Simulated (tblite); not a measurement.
C₃H₅BF₂O.
Numbering: `[O:1]=[CH:2][CH2:3][CH2:4][B:5]([F:6])[F:7]` (hydrogens: H8 on C2; H9, H10 on C3; H11, H12 on C4)

Computed with GFN2-xTB (tblite), gas phase: L-BFGS steps from a force-field or distance-geometry start until the largest atomic force falls under 0.01 eV/Å.

The end geometry, which sets the zero of energy:
```
atom  x, y, z in Å
O1     -0.3089    1.1221   -1.1153
C2     -1.1834    0.6967   -0.3876
C3     -0.8726   -0.3167    0.6433
C4      0.5766   -0.7491    0.3849
B5      1.2167    0.3508   -0.6345
F6      1.7373   -0.0739   -1.7998
F7      1.8907    1.3925   -0.1016
H8     -2.2042    1.0805   -0.4912
H9     -0.9857    0.1700    1.6174
H10    -1.6001   -1.1302    0.6137
H11     1.1379   -0.8053    1.3140
H12     0.5968   -1.7381   -0.0692
```

**Question.** These geometries come from the run, each turned onto the end geometry. Order them by energy, lowest first.
A.
```
atom  x, y, z in Å
O1     -1.0685    1.6218   -0.9918
C2     -1.4596    0.6413   -0.4280
C3     -0.7484   -0.0475    0.7093
C4      0.4890   -0.7817    0.1571
B5      1.6152    0.1812   -0.4048
F6      2.4481   -0.2190   -1.3436
F7      1.8620    1.3837    0.0574
H8     -2.3905    0.1402   -0.7554
H9     -0.4245    0.7099    1.4250
H10    -1.4159   -0.7562    1.1982
H11     0.9078   -1.3843    0.9679
H12     0.1863   -1.4902   -0.6173
```
B.
```
atom  x, y, z in Å
O1     -0.8820    1.5961   -0.9611
C2     -1.3402    0.6504   -0.4431
C3     -0.7222   -0.0682    0.7491
C4      0.4576   -0.8446    0.1530
B5      1.4580    0.2454   -0.4925
F6      2.4842   -0.2708   -1.2404
F7      1.5013    1.5170    0.0397
H8     -2.2808    0.2136   -0.8425
H9     -0.2948    0.6562    1.4532
H10    -1.3987   -0.7640    1.2329
H11     0.9789   -1.4261    0.9453
H12     0.0400   -1.5057   -0.6196
```
C.
```
atom  x, y, z in Å
O1     -0.3382    1.0512   -1.1861
C2     -1.1986    0.6556   -0.4225
C3     -0.8525   -0.2882    0.6646
C4      0.5611   -0.7850    0.3442
B5      1.2308    0.3518   -0.6093
F6      1.8738   -0.0100   -1.7315
F7      1.7679    1.4384   -0.0185
H8     -2.2212    1.0406   -0.5149
H9     -0.8598    0.3013    1.5900
H10    -1.5938   -1.0790    0.7834
H11     1.1232   -0.9408    1.2621
H12     0.5084   -1.7366   -0.1873
```
D.
```
atom  x, y, z in Å
O1     -0.3632    0.9763   -1.2463
C2     -1.1996    0.6463   -0.4325
C3     -0.8382   -0.2726    0.6721
C4      0.5524   -0.8125    0.3201
B5      1.2223    0.3453   -0.6016
F6      1.9612    0.0347   -1.6695
F7      1.6471    1.4590    0.0285
H8     -2.2152    1.0496   -0.5003
H9     -0.7712    0.3556    1.5667
H10    -1.6082   -1.0265    0.8400
H11     1.1358   -1.0015    1.2163
H12     0.4778   -1.7544   -0.2194
```
E.
```
atom  x, y, z in Å
O1     -0.3567    0.8986   -1.2710
C2     -1.2046    0.5680   -0.4632
C3     -0.8016   -0.2033    0.7341
C4      0.5310   -0.8197    0.2882
B5      1.2380    0.3746   -0.5391
F6      2.0544    0.0929   -1.5614
F7      1.5802    1.5132    0.1140
H8     -2.2482    0.8402   -0.6328
H9     -0.6191    0.5283    1.5331
H10    -1.5443   -0.9183    1.0949
H11     1.0713   -1.2729    1.1139
H12     0.3006   -1.6023   -0.4367
```

**Answer.** C (0.008 eV), D (0.025 eV), E (0.110 eV), A (0.452 eV), B (0.949 eV).

In the order of the answer:

```csv
step,E above end (eV),largest force (eV/Å),rms force component (eV/Å),rms distance from end (Å),rms bond change (Å),bond most changed (Å)
87,0.008,0.17,0.053,0.123,0.002,C4–H12 +0.003
80,0.025,0.18,0.057,0.194,0.004,B5–F6 -0.010
67,0.110,0.25,0.096,0.368,0.006,C4–B5 -0.015
22,0.452,0.08,0.031,0.662,0.023,C4–B5 -0.046
1,0.949,2.60,0.854,0.668,0.025,C2–C3 +0.044
```

The cost below is that of the whole relaxation. Time: 0.76 s of wall time. Hardware: Arm Neoverse N1, one thread, shared host with 64 logical CPUs at a one-minute load of 53.
